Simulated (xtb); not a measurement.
H$_{4}$Si, charge +1, doublet, at a GFN2-xTB geometry (a state made from the parent by changing its charge; the spin is typed, not shown lowest). Base run: GFN2-xTB (xtb).

Here is a job for xtb.
```
$ xtb mol.xyz --gfn 2 --chrg 1 --uhf 1 --json

# file mol.xyz
5

Si     0.00000000    -0.00000000    -0.00000000
H      0.02874448     1.07228532     1.06628774
H     -0.02752798    -1.06593260     1.07267027
H      0.02752798     1.06593260    -1.07267027
H     -0.02874448    -1.07228532    -1.06628774
```

The base run was repeated with changes; each row names its change, and settings that it needs were set with it.

```tsv
change	ΔE vs base (mEh)	G_solv (kcal/mol)	SCF cycles
base	0.000	-	11
etemp = 1000	0.000	-	11
alpb = dmso	-84.211	-53.34	11
alpb = dmf	-81.581	-51.59	11
acc = 1000	0.014	-	6
alpb = ether	-73.206	-46.09	11
etemp = 5000	-6.076	-	11
```

ALPB and GBSA are two models with their own fitted parameters for each solvent, which aren't always the measured dielectric constant.
